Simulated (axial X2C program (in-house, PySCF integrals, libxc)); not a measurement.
# Density and ELF of BeHf

Calculated with an in-house all-electron X2C program for linear molecules (integrals from PySCF). Spin-free means the one-electron spin-free X2C Hamiltonian. Basis: Hf dyall-cv3z [13s14p9d7f4g], Be dyall-cv3z [8s8p3d1f] (cores contracted in-house); Gaussian nuclei, density fitting, unrestricted open shells. Masses: Hf 179.947 u, Be 9.012 u.

PBE0, without spin–orbit coupling, state M_S = 1, Λ = 0 (beyond evenly filled blocks: π+α, π-α); Hf at z = 0, Be at z = 2.472 Å.

The maps cover the half plane through the axis: z from -2.4 to 4.8 Å along the bond, ρ from 0.15 to 2.25 Å away from it (steps of 0.3 Å, the bottom row nearest the axis).

log10 of the density in e/bohr³:

digits 0 to 9 span -4.21 to 1.78 evenly
```
1112222222222222211111000
1122223333222222222211100
1222333333333333332222110
1223333444433333333322211
2223344444444444433332211
2233445666544444444333221
2233456777654444544433221
2233456898654445764433221
```

Electron localisation function (collinear form, no current term, damped to 0 at low density):

digits 0 to 9 span 0.00 to 1.00 evenly
```
0246776432221112233210000
1478886432333344566653100
3678875322345567788887510
4677753101346788899999851
4565432111246789999999973
3332124555434787338999985
2210036434523770001999997
1100035525421621990799997
```

Axial spin density in 10⁻³ e/bohr³:

digits 0 to 9 span -12.17 to 12.17 evenly, values beyond are clipped
```
5555555555555555554444444
5555555555555555554444444
5555555555666665554444444
5555566666787776544444444
4555689869999987643334444
4455799969999998632223444
4444699939999999730013444
4444599002999998060012344
```

One determinant describes the state; a PBE0 search over occupations chose it and may have missed a lower one. Other states lie close and PBE0, whose exact exchange favours high spin, may order them wrongly; the determinant shown need not be the ground state. The nearest other spin-free determinant of the search, M_S = 2, Λ = 0, lies 0.39 eV up at the distance of the search. The determinant is spin-polarised beyond a pure state at some levels (its spin-free form has ⟨S²⟩ too high), which makes Re and μ there less reliable.
